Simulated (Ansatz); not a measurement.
```yaml
crystal:
  periodic: [false, false, false]
  atoms:
    - {symbol: O, position_ang: [0.205971, 2.884935, -1.936838]}
    - {symbol: Sn, position_ang: [0.083007, -0.213313, 0.989909]}
    - {symbol: Cl, position_ang: [3.666590, -3.632678, -0.149450]}
    - {symbol: Cl, position_ang: [-4.357720, -2.646818, 0.553202]}
    - {symbol: H, position_ang: [-0.067509, 2.196561, -3.917653]}
    - {symbol: H, position_ang: [0.562501, 1.270510, 4.359408]}
basis:
  gaussian: {orbitals: def2-mTZVPP}
hamiltonian: {xc: {name: wB97M-V}}
scf: {lower_state_search: off}
output: {forces: true}
```

```sh
$ ansatz run in.yaml --threads 2 --pin off --events-out ev --progress --plain --max-ram 32768MiB --backend cpu
```

Shortened log:

```
Functional definition: wB97M-V
1221 factors; integrals over basis functions are off by at most 8.5e-4 eV
306 factors; integrals over basis functions are off by at most 8.0e-5 eV
mean field evaluation 1: about -32903.5564 eV, gradient 8.7e1 eV
mean field evaluation 2: about -32684.4246 eV, gradient 1.8e2 eV
mean field evaluation 4: about -32918.4043 eV, gradient 4.3e1 eV
mean field evaluation 8: about -32925.1267 eV, gradient 4.1e1 eV
mean field evaluation 16: about -32933.3314 eV, gradient 1.2e1 eV
mean field evaluation 32: about -32933.9380 eV, gradient 2.6e-1 eV
mean field -32933.94157359 eV, -1210.3000294021 hartree, gradient 2.6e-6 eV, S^2 0.000000; 0 other end points of the search recorded, 0 dependent functions left out
reference -32933.94164315 eV, -1210.3000319585 hartree; 33, 33 occupied and 91, 91 virtual orbitals, 1221 factors
Total energy: -32933.94164315 eV, -1210.3000319585 hartree
Atom 0 at     0.205971     2.884935    -1.936838 Å, force    -0.489801    -1.679531    -2.936483 eV/Å
Atom 1 at     0.083007    -0.213313     0.989909 Å, force     0.133050     0.594063     0.679509 eV/Å
Atom 2 at     3.666590    -3.632678    -0.149450 Å, force    -0.313179     0.297789     0.089200 eV/Å
Atom 3 at    -4.357720    -2.646818     0.553202 Å, force     0.386042     0.211953     0.027912 eV/Å
Atom 4 at    -0.067509     2.196561    -3.917653 Å, force     0.468614     1.152913     3.430264 eV/Å
Atom 5 at     0.562501     1.270510     4.359408 Å, force    -0.184725    -0.577186    -1.290402 eV/Å
Dipole moment:     0.222763     1.398720     0.610546 e Å
Checks for a lower state left out: stability, starts, cluster_reference, orbital_swaps, neighbouring_geometries, increment
```

Problem. Something in this input is off. What?

Solution. The geometry is stretched to more than twice its size. Self-consistency was reached. The result belongs to that input, not to the molecule as meant.
